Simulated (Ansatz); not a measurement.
Consider the formal hydrolysis of a B–C bond: `CBC(Cl)=C=S` + H₂O → `CBO` + `S=C=CCl`.

Calculated with Ansatz (gas phase, PBE0-D4/def2-TZVP geometries, no zero-point term in ΔE). CCSD(T)/CBS adds triple-zeta CCSD(T) − MP2 to the extrapolated MP2 energy (def2 sets, frozen cores). This one scheme is used for every species. Functionals use def2-TZVPP. Each species was taken in one conformer, which may not be the lowest.

```
 level  ΔE (kJ/mol)
PBE-D4        -64.4
  PBE0        -73.5
```

Problem. What does CCSD(T)/CBS give? (An estimate is asked.)

Solution. Ansatz gave: -69.6 kJ/mol. The listed levels differ from it by 5.2, -3.9 kJ/mol.

Largest T1 diagnostic among the species: 0.015.

The D4 term adds +9.6 kJ/mol with B3LYP and +5.5 kJ/mol with PBE0; it sums over pairs of atoms, weighted by their polarisabilities, and B3LYP, whose exchange is more repulsive, gets the larger term. In def2-TZVPP, CCSD(T) changes the Hartree–Fock value by +18.9 kJ/mol (the triples alone add +5.1 kJ/mol) and MP2 by +28.6 kJ/mol.

B3LYP here is the variant with VWN-RPA as its local correlation; programs differ in this.
